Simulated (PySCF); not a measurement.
A structure optimised at B3LYP-D3(BJ)/def2-SVP, used in a PySCF frequency run:

```
B
O 1 1.3536
H 2 0.9699 1 112.47
O 1 1.3619 2 120.22 3 -0.79
H 4 0.9672 1 113.00 2 -179.40
Si 1 2.0233 2 121.03 3 179.47
F 6 1.6253 1 112.03 2 -71.99
F 6 1.6382 7 106.22 1 111.92
H 6 1.4842 7 106.86 8 114.74
```
Charge 0, spin multiplicity 1.

Write its SMILES and formula.

OB(O)[SiH](F)F, BF2H3O2Si

What are its rotational constants (standard atomic weights)?

4.0558, 1.9759, 1.4970 GHz
